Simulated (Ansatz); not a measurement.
`N=C1O[CH]1[Zn][F]` + H₂ → `N=C1CO1` + `[F][ZnH]` at 400 K and 1 bar (hydrogenolysis of a C–Zn bond).

Program: Ansatz. Geometries: PBE0-D4/def2-TZVP. ΔE: electronic, gas phase. CCSD(T)/CBS is the MP2 limit (def2-TZVPP, def2-QZVPP) plus CCSD(T) − MP2 in def2-TZVPP, frozen cores. This one scheme is used for every species. For Zn outer-core shells are correlated without core-valence functions, which leaves a few kJ/mol of doubt a bond. Scalar relativity is left out up to krypton. Each species was taken in one conformer, which may not be the lowest.

```csv
species,CCSD(T)/CBS energy (Eh),H − E (kJ/mol),S (J/(mol·K))
`N=C1O[CH]1[Zn][F]`,-2085.30893,141.7,376.1
H₂,-1.17544,38.0,139.0
`N=C1CO1`,-207.70431,153.1,284.4
`[F][ZnH]`,-1878.79355,36.6,246.9
```

H − E and S are ideal-gas, rigid-rotor, harmonic terms from PBE0-D4/def2-TZVP, for one conformer and one mirror image of each species. For small species the MP2-based limit differs from directly extrapolated CCSD(T) by up to some mEh (0.8 for H₂); such offsets cancel only in part. 1 Eh = 2625.50 kJ/mol, R = 8.31446 J/(mol·K).

By hand: ΔE, ΔH, ΔS and ΔG.

ΔE = (-207.70431) + (-1878.79355) − (-2085.30893) − (-1.17544) = -0.01349 Eh = -35.4 kJ/mol. Δ(H − E) = 153.1 + 36.6 − 141.7 − 38.0 = 10.0, so ΔH = -25.4 kJ/mol. ΔS = 284.4 + 246.9 − 376.1 − 139.0 = 16.2 J/(mol·K). ΔG = -25.4 − 400 × (16.2)/1000 = -31.9 kJ/mol.

By hand: the equilibrium constant, and the temperature at which ΔG would vanish if ΔH and ΔS stayed fixed.

log₁₀ K = −ΔG/(RT ln 10) = 4.2. ΔH and −TΔS have one sign here, so there is no such temperature.

ΔH outweighs TΔS. A doubt of 5 kJ/mol in ΔE shifts log₁₀ K by 0.7 here. Other conformers and mirror images would add mixing entropy, several J/(mol·K) or more a flexible species. These are equilibria of isolated gas molecules and say nothing of rates. Largest T1 diagnostic: 0.018 (customary marks: 0.02 for closed shells, 0.045 for open ones).
